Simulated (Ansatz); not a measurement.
C2H5BBrInO, SMILES `B[O][In]([Br])[CH]=C`. Charge 0, multiplicity 1. In: def2 effective core potential. All single points use the PBE0-D4/def2-TZVP geometry. It is one conformer, not always the lowest.

```xyz
11

B    -1.565    0.857    1.504
O    -1.957    0.120    0.462
In   -0.824   -0.256   -1.150
Br   -2.252   -0.385   -3.139
C     1.258   -0.562   -1.034
C     1.915   -0.479    0.118
H    -0.478    1.402    1.521
H    -2.308    0.981    2.445
H     1.793   -0.796   -1.950
H     1.428   -0.242    1.058
H     2.989   -0.642    0.167
```

(1) What is the dipole moment at PBE/def2-TZVPP? (Best estimate.)

(2) And with r2SCAN, B3LYP, ωB97M-V? (An estimate is asked.)

(3) Give the Mulliken charges with PBE, ωB97M-V, B3LYP in def2-TZVPP. (Estimate.)

Results:

(1) The calculation gave: 3.65 D, with components (3.56, -0.72, -0.32) D in this frame, pointing from negative to positive charge.

(2) Ansatz gave: r2SCAN 3.75 D, B3LYP 3.74 D, ωB97M-V 3.70 D.

(3) Ansatz gave: 
```json
{"atom": "B1", "PBE": "0.04", "ωB97M-V": "0.01", "B3LYP": "0.04"}
{"atom": "O2", "PBE": "-0.36", "ωB97M-V": "-0.47", "B3LYP": "-0.44"}
{"atom": "In3", "PBE": "0.80", "ωB97M-V": "0.87", "B3LYP": "0.90"}
{"atom": "Br4", "PBE": "-0.33", "ωB97M-V": "-0.32", "B3LYP": "-0.35"}
{"atom": "C5", "PBE": "-0.23", "ωB97M-V": "-0.29", "B3LYP": "-0.27"}
{"atom": "C6", "PBE": "-0.17", "ωB97M-V": "-0.18", "B3LYP": "-0.19"}
{"atom": "H7", "PBE": "-0.05", "ωB97M-V": "0.00", "B3LYP": "-0.03"}
{"atom": "H8", "PBE": "-0.04", "ωB97M-V": "0.02", "B3LYP": "-0.02"}
{"atom": "H9", "PBE": "0.11", "ωB97M-V": "0.13", "B3LYP": "0.12"}
{"atom": "H10", "PBE": "0.11", "ωB97M-V": "0.11", "B3LYP": "0.12"}
{"atom": "H11", "PBE": "0.11", "ωB97M-V": "0.12", "B3LYP": "0.12"}
```

B3LYP here is the variant with VWN-RPA as its local correlation; programs differ in this.
